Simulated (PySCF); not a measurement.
Cl2GeO.

```xyz
4

Ge     0.0000     0.0000     0.4069
O      0.0000     0.0000     2.0299
Cl     0.0000     1.7008    -0.8606
Cl     0.0000    -1.7008    -0.8606
```
Charge 0, spin multiplicity 1.

Coordinates come from a PBE0-D3(BJ)/def2-SVP optimisation.

Computed with PBE/pcSseg-2 in PySCF. Non-relativistic, no solvent.

Computed absolute GIAO shielding of each atom: isotropic value and principal components (ppm):
| atom | σ(iso) | σ11 | σ22 | σ33 | span |
|---|---|---|---|---|---|
| Ge1 | 1256.8 | 850.6 | 1049.0 | 1870.7 | 1020.0 |
| O2 | -184.0 | -413.7 | -138.6 | 0.2 | 413.9 |
| Cl3 | 599.1 | 394.0 | 438.3 | 965.0 | 571.0 |
| Cl4 | 599.1 | 394.0 | 438.3 | 965.0 | 571.0 |
